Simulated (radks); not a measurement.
All-electron atom: Ta LI in [Ar] 3d5 (the NIST ground configuration).

All-electron calculation, scalar-relativistic Kohn-Sham, r2SCAN, spin-polarised, spherical densities, finite nucleus; open shells are filled with parallel spins first (spin-orbit coupling, left out, can overturn this in heavy ions); meta-GGA in the generalised Kohn-Sham scheme; Fermi nuclear charge, rms radius 5.3507 fm. Program: a radial shooting solver on a logarithmic mesh with Libxc functionals.

Energy parts (eV):
total: -365682.15
kinetic: 406742.85
electron-nucleus: -821997.01
Hartree: 55137.30
exchange-correlation: -5565.29

Orbitals (lengths in bohr, moments of r in powers of bohr; r(90%) holds 90 % of the orbital's charge):
1s up: occ. 1; eigenvalue (eV) -70532.08; r(90%) 0.0340; <1/r> 85.41; <r^2> 0.0004788; <r^4> 6.210e-07
1s down: occ. 1; eigenvalue (eV) -70532.02; r(90%) 0.0340; <1/r> 85.41; <r^2> 0.0004788; <r^4> 6.208e-07
2s up: occ. 1; eigenvalue (eV) -14647.84; r(90%) 0.122; <1/r> 20.07; <r^2> 0.007299; <r^4> 0.00009155
2s down: occ. 1; eigenvalue (eV) -14613.96; r(90%) 0.121; <1/r> 20.11; <r^2> 0.007276; <r^4> 0.00009099
2p up: occ. 3; eigenvalue (eV) -13220.62; r(90%) 0.114; <1/r> 18.22; <r^2> 0.006009; <r^4> 0.00007104
2p down: occ. 3; eigenvalue (eV) -13194.20; r(90%) 0.114; <1/r> 18.26; <r^2> 0.005983; <r^4> 0.00007045
3s up: occ. 1; eigenvalue (eV) -5400.276; r(90%) 0.285; <1/r> 7.814; <r^2> 0.04360; <r^4> 0.002802
3s down: occ. 1; eigenvalue (eV) -5365.940; r(90%) 0.286; <1/r> 7.768; <r^2> 0.04387; <r^4> 0.002837
3p up: occ. 3; eigenvalue (eV) -4972.019; r(90%) 0.287; <1/r> 7.266; <r^2> 0.04322; <r^4> 0.002851
3p down: occ. 3; eigenvalue (eV) -4936.149; r(90%) 0.288; <1/r> 7.223; <r^2> 0.04354; <r^4> 0.002893
3d up: occ. 5; eigenvalue (eV) -4530.346; r(90%) 0.264; <1/r> 6.871; <r^2> 0.03444; <r^4> 0.001988
3d down: occ. 0; eigenvalue (eV) -4483.215; r(90%) 0.266; <1/r> 6.846; <r^2> 0.03479; <r^4> 0.002034

The highest occupied level is 3d up at -4530.3 eV. The density falls to 0.001 e/bohr^3 at r = 0.62 bohr. Summed over all electrons, <r^2> = 0.5714 bohr^2, which gives a Langevin (diamagnetic) susceptibility term of -0.453 x 10^-6 cm^3/mol. The spin density at the nucleus is -66.8 e/bohr^3 (1s -6.0, 2s -314.8, 3s 254.0). Spin moment in Bohr magnetons: 5. The electron density at the nucleus is 1.389e+06 e/bohr^3 (large components only).
